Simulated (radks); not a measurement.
Problem. Radial electron density D(r) = 4 pi r^2 rho(r) of an atom or ion with 1 electrons. Method: Dirac Kohn-Sham, LDA (Slater exchange, VWN5 correlation), spin-unpolarised, spherical densities, finite nucleus; Fermi nuclear charge, rms radius of each element as measured or else 0.836 A^(1/3) + 0.57 fm; computed with a radial shooting solver on a logarithmic mesh with Libxc functionals.

```
   r/bohr * D(r) (the largest magnitude, 1.02, reaches the edge; | marks zero)
  0.02504 |*
  0.02916 |*
  0.03394 | *
  0.03983 | *
  0.04637 |  *
  0.05398 |   *
  0.06284 |    *
  0.07316 |     *
  0.08517 |       *
  0.09995 |          *
   0.1164 |             *
   0.1355 |                *
   0.1577 |                    *
   0.1836 |                         *
   0.2137 |                              *
   0.2508 |                                    *
    0.292 |                                         *
   0.3399 |                                               *
   0.3957 |                                                   *
   0.4606 |                                                     *
   0.5363 |                                                      *
   0.6293 |                                                    *
   0.7326 |                                               *
   0.8529 |                                        *
   0.9929 |                                *
    1.156 |                       *
    1.356 |               *
    1.579 |        *
    1.838 |    *
     2.14 | *
    2.491 |*
      2.9 *
```

What is the nuclear charge?

Solution. Z = 2. The innermost maximum, from 1s, lies near gamma/Z bohr with gamma = sqrt(1 - (Z/c)^2) = 1.000, here 0.5 bohr (found: 0.515), and its height grows with Z. The density is that of the helium ion He+ in 1s1; the configuration itself is not fixed sharply by these data. D(r) has 1 maximum, at r = 0.515 bohr.
